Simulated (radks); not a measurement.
Values are calculated unless marked as measured or tabulated.
Initial-state core-level shifts of neutral europium when its valence configuration changes from [Xe] 4f7 6s2. Code: a radial shooting solver on a logarithmic mesh with Libxc functionals. Model: Dirac Kohn-Sham, PBE, spin-unpolarised, spherical densities, point nucleus; open shells fill j = l - 1/2 first. Shifts are changes of the shell-averaged eigenvalues in eV (positive: less bound).

valence              2s       3p      5s      5p
4f7 5d1 6s1      +0.998   +0.957  +1.126  +1.047
4f7 6s1 6p1      -1.156   -1.139  -1.206  -1.190
4f7 6s1.5 6p0.5  -0.591   -0.583  -0.617  -0.610
4f6 6s2 6p1      -9.727  -10.501  -6.601  -5.741
4f6.5 5d0.5 6s2  -3.118   -3.496  -1.735  -1.409
4f7 5d0.5 6s1.5  +0.577   +0.553  +0.642  +0.598
4f9              +2.606   +3.136  +0.916  +0.333
4f7 6p2          -2.222   -2.190  -2.317  -2.282
